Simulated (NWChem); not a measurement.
C$_{3}$H$_{8}$N$_{2}$; SMILES C/N=C/CN

```xyz
13

C     -0.2758     2.4049     0.0054
N      0.3759     1.1459     0.2781
C     -0.0607     0.0972    -0.3043
C      0.5654    -1.2581    -0.1030
N     -0.4682    -2.2679     0.1165
H      0.4634     3.1219    -0.4127
H     -0.6286     2.8544     0.9586
H     -1.1417     2.3373    -0.6999
H     -0.9441     0.1087    -0.9966
H      1.3483    -1.1558     0.6883
H      1.0986    -1.5186    -1.0466
H     -0.8707    -2.1512     1.0553
H     -0.0529    -3.2067     0.1031
```
Atoms are numbered in this order, from 1.

Geometry: optimised at PBE-D3(BJ)/def2-SVP. Not confirmed as a minimum by frequencies.

List the 4 lowest vertical singlet excitations from PBE/6-31+G* (spherical d), full TDDFT (NWChem).


| state | energy (eV) | oscillator strength | leading excitation (squared amplitude) |
|---|---|---|---|
| S1 | 4.46 | 0.012 | HOMO → LUMO (0.98) |
| S2 | 4.79 | 0.001 | HOMO−1 → LUMO (0.97) |
| S3 | 5.54 | 0.008 | HOMO → LUMO+1 (1.00) |
| S4 | 5.66 | 0.002 | HOMO−1 → LUMO+1 (0.98) |
